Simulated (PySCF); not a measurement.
Two species compared at the same levels of theory.

First species: C₆H₁₄BP.
SMILES: `[BH3-][P@@H+](C)C1=CCCC1`

Second species: C3BCl2F3.
SMILES: `FC(F)(F)C#CB(Cl)Cl`

Levels: CAM-B3LYP/def2-SVPD for HOMO energy, LUMO energy, HOMO–LUMO gap and static isotropic polarisability; TDDFT CAM-B3LYP/def2-SVPD for lowest singlet excitation; TDA CAM-B3LYP/def2-SVPD for lowest triplet excitation (Tamm–Dancoff); ΔSCF CAM-B3LYP/def2-SVPD for vertical ionisation energy. Geometries: PBE0-D3(BJ)/def2-SVP. Each species is one conformer at its optimised geometry, gas phase, non-relativistic unless stated; the electronic structure was computed with PySCF and density fitting.

```json
{"property": "HOMO energy", "column X": "-8.81 eV", "column Y": "-10.61 eV"}
{"property": "LUMO energy", "column X": "0.49 eV", "column Y": "-1.92 eV"}
{"property": "HOMO–LUMO gap", "column X": "9.30 eV", "column Y": "8.69 eV"}
{"property": "lowest singlet excitation", "column X": "6.46 eV", "column Y": "4.64 eV"}
{"property": "lowest triplet excitation (Tamm–Dancoff)", "column X": "4.04 eV", "column Y": "4.20 eV"}
{"property": "static isotropic polarisability", "column X": "112.9 au", "column Y": "80.0 au"}
{"property": "vertical ionisation energy", "column X": "9.41 eV", "column Y": "11.50 eV"}
```

(1) Which column belongs to which species?

(2) How does each property change from the first species to the second?

Results:

(1) Column X is the first species and column Y the second. The first has 22 atoms and 70 electrons, the second 9 and 84.

(2) HOMO energy -1.80 eV; LUMO energy -2.41 eV; HOMO–LUMO gap -0.61 eV; lowest singlet excitation -1.82 eV; lowest triplet excitation (Tamm–Dancoff) +0.16 eV; static isotropic polarisability -32.9 au; vertical ionisation energy +2.09 eV.

On the first: No computed singlet falls in the visible range (750 to 380 nm, 1.65 to 3.26 eV); S1 lies 3.20 eV above its blue end. The principal polarisabilities are 90.8, 115.9 and 132.1 au; their mean is the isotropic value.

On the second: The polarisability is 11.86 Å³ as a volume (1 au = 0.148185 Å³), or 0.95 au for each of the 84 electrons. In wavenumbers S1 is 37400 cm⁻¹ (1 eV = 8065.54 cm⁻¹).
